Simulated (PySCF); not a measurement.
Compound: H₇N₂PSi.
SMILES: `N[SiH](N)P`

Method used: PySCF 2.14.0, density-fitted response routines, TDDFT PBE0/def2-SVPD, vertical, gas phase, core orbitals frozen in the response. Isolated species at its GFN2-xTB geometry (one conformer only). Torsions of this conformer, `[NH2:1][SiH:2]([NH2:3])[PH2:4]`: H–N1–Si2–N3 40°, H–N1–Si2–N3 177°, H–N3–Si2–N1 -167°, H–N3–Si2–N1 56°, H–P4–Si2–N1 -54°, H–P4–Si2–N1 39°.

**Question.** What does the calculation give for the low-lying excited states?

**Answer.** 

```tsv
state	E (eV)	λ (nm)	ν̃ (cm⁻¹)	f	|μ| (D)	main configurations (H = HOMO, L = LUMO)
S1	5.85	212.1	47140	0.0034	0.39	H→L (92%)
S2	6.27	197.6	50600	0.052	1.48	H→L+2 (61%), H→L+1 (33%)
S3	6.33	195.8	51070	0.023	0.97	H→L+1 (56%), H→L+2 (31%)
S4	6.66	186.1	53730	0.0097	0.62	H-1→L (90%)
S5	6.95	178.3	56080	0.022	0.91	H→L+4 (90%)
S6	7.01	176.8	56550	0.257	3.11	H→L+3 (86%)
S7	7.32	169.3	59070	0.028	1.01	H-1→L+1 (83%)
S8	7.44	166.6	60040	0.0043	0.39	H-1→L+2 (92%)
```

Triplets (Tamm–Dancoff): T1 5.39 eV, H→L (65%), H→L+3 (14%); T2 5.53 eV, H→L+2 (52%), H→L+1 (28%); T3 5.89 eV, H→L+1 (50%), H→L+2 (26%), H→L (15%).

The lowest singlet comes at 212 nm (564 kJ/mol) in the ultraviolet; it is very weak; its leading configuration is HOMO→LUMO (92%). The most intense listed level is S6 at 7.01 eV (177 nm, f = 0.257), 1.17 eV above S1. Löwdin shares by element: HOMO phosphorus 45%, nitrogen 27% or more, silicon 9%, hydrogen 4% or more; LUMO silicon 30%, phosphorus 17%, nitrogen 9% or more, hydrogen 9% or more (atoms not listed hold the other 34%). Orbital energies (eV): HOMO-3 -9.26, HOMO-2 -8.32, HOMO-1 -7.68, HOMO -6.71, LUMO 0.31, LUMO+1 0.77, LUMO+2 0.88. Weighted by f, the mean energy of these states is 6.88 eV. The listed states span 1.60 eV, and the widest gap between neighbours is 0.43 eV (S1 to S2). Only the lowest 8 singlets were computed, as vertical energies without vibronic structure.

On one thread of an Intel Xeon Platinum 8488C, no GPU, shared host, this took 17 s wall (grids of density and orbitals included) and 0.60 GiB of memory at its peak.
